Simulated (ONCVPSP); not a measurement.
# tin (Sn): one change to an ONCV potential, before and after

ONCVPSP 4.0.1 input, shortened (lines: element, Z, core and valence counts, functional; n l f; lmax; l rc ep ncon nbas qcut; lloc lpopt rc5 dvloc0; l nproj debl; icmod fcfact rcfact), LDA (Perdew-Zunger), scalar-relativistic:

```
  Sn 50.00    8    2        3      upf
    1    0    2.00
    2    0    2.00
    2    1    6.00
    3    0    2.00
    3    1    6.00
    3    2   10.00
    4    0    2.00
    4    1    6.00
    4    2   10.00
    5    0    2.00
    2
    0    1.80    0.00    3    7    3.00
    1    1.90    0.06    4    9    4.90
    2    1.35    0.00    4    8    9.60
    2    5    1.35    0.00
    0    2    1.10
    1    2    1.00
    2    0    1.30
    0    0.00    0.00
```

In the p channel the program set the typed energies aside and used 0.050, 1.050 Ha.

All-electron outer shells of the reference configuration (LDA (Perdew-Zunger), scalar-relativistic, ld1.x):

```tsv
shell	level (eV)	outermost node (bohr)	outermost maximum (bohr)
4p	-107.14	0.41	0.79
4d	-43.39	0.39	0.88
5s	-26.53	0.98	1.94
```

Change: p: qcut 6.3.

Cutoffs: the cutoffs (Ha) at which the residual kinetic energy of the hardest occupied pseudo-wave falls to 1 and 0.1 mHa per electron; they do not see the model core or the augmentation charge, which bear on the density cutoff. Errors are all-electron minus pseudo energies relative to the spin-unpolarised reference configuration.

Question: Predict the effect on cutoff, ghosts and configuration errors.

Answer: The potential gets neither clearly harder nor softer (39 Ha and 44 Ha → 39 Ha and 44 Ha); the bound ghosts move from s to p, s; the lowest positive-energy flag moves from p at 6.4 eV to none; of the 4 tests that both files solve, the error grows in 1 and shrinks in 2 by more than 15 % and 0.3 meV (median size 69.0 → 28.4 meV).

```tsv
quantity	base	changed
cutoff, loose	39 Ha	39 Ha
cutoff, tight	44 Ha	44 Ha
bound ghosts	s	s, p
GHOST(+) flags under 300 eV	p at 6.4 eV	none
error for 4d10 5s2 5p2, meV [ΔE -21.36 eV]	+88	-38
error for 4d10 5s2 5p1, meV [ΔE -14.26 eV]	+50	-19
error for 4d10 5s1, meV [ΔE 31.45 eV]	+1.8	+1.8
error for 4d9 5s2 5p3, meV [ΔE 2.99 eV]	-185	-265
s: phases at 1.82 bohr within 0.05 rad from the reference energy up to (Ha; the scan ends near 5)	3.2	3.2
p: phases at 1.92 bohr within 0.05 rad from the reference energy up to (Ha; the scan ends near 5)	to the end of the scan	4.8
d: phases at 1.37 bohr within 0.05 rad from the reference energy up to (Ha; the scan ends near 5)	3.1	3.1
```

 A true bound ghost makes a file unfit for plane-wave use even where its test errors are small: the radial tests pick states by their node count and pass the ghost by.
